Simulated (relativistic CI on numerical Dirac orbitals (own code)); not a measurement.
Radial Dirac CI calculation of Rb III.

Command:

```sh
python run_levels.py task.json out
```

Input:

```
atom Rb  Z=37  charge=2  electrons=35
nucleus A=85  rms_radius_fm=4.2036
hamiltonian dirac-coulomb  breit=on  qed=on  c_scale=1
orbitals kli  potential=per-configuration
slater_scale 1
correlation none
mixing on
grid step=0.0125 r_max=49.7
scf mixing=0.7 start=green max_iterations=150 tolerance=2e-08 node_fill=0.05
configurations
  [Ar] 3d10 4s2 4p5
  [Ar] 3d10 4s 4p6
end
```

Output:

```
SCF 1: [Ar] 3d10 4s2 4p5
 iter      energy (Ha)   residual   last orbital (Ha)
    1     -2965.711848   2.12e+00     -2.40699
    2     -2977.556169   6.68e-01     -1.29432
    3     -2978.664650   6.73e-02     -1.46483
    4     -2978.673183   1.17e-02     -1.43518
    5     -2978.673628   3.77e-03     -1.44002
    6     -2978.673839   3.30e-04     -1.44222
    7     -2978.673827   3.57e-05     -1.44206
    8     -2978.673828   9.92e-07     -1.44208
    9     -2978.673828   2.44e-07     -1.44208
   10     -2978.673828   2.95e-09     -1.44208
SCF 2: [Ar] 3d10 4s 4p6
 iter      energy (Ha)   residual   last orbital (Ha)
    1     -2964.968128   2.12e+00     -2.40699
    2     -2976.784445   6.88e-01     -1.27644
    3     -2977.915400   6.54e-02     -1.45757
    4     -2977.923645   9.54e-03     -1.42582
    5     -2977.923908   3.33e-03     -1.42982
    6     -2977.924090   3.36e-04     -1.43172
    7     -2977.924080   2.68e-05     -1.43158
    8     -2977.924080   8.33e-06     -1.43156
    9     -2977.924080   2.90e-07     -1.43156
   10     -2977.924080   1.21e-08     -1.43156
orbital energies (Ha): 3s -11.9926  3p1/2 -9.5232  3p3/2 -9.1886  3d3/2 -4.8694  3d5/2 -4.8127  4s -2.0589  4p1/2 -1.4768  4p3/2 -1.4421
configuration averages (Ha): Dirac-Coulomb, Breit, QED
  4s2 4p5                      -2978.673828    1.566168    1.050182
  4s 4p6                       -2977.924080    1.566166    1.049075
levels: no., configuration, term, J, E (cm-1), weight
   1 4s2 4p5                2P*  3/2              0.0  1.00
   2 4s2 4p5                2P*  1/2           7435.8  1.00
   3 4s 4p6                 2S   1/2         166785.1  1.00
lowest total energy -2976.068772 Ha
end: converged
```

Against the reference input this run has: SCF mixing 0.7. The reference run ends at -2976.068772 Ha with Breit and QED terms. The change (SCF mixing 0.7) leaves the energy and the levels as they were.

With so few configurations and no correlation, terms lie too far apart (by 10 to 50 % or more near neutrality), their order can be wrong, and levels of other configurations are missing.
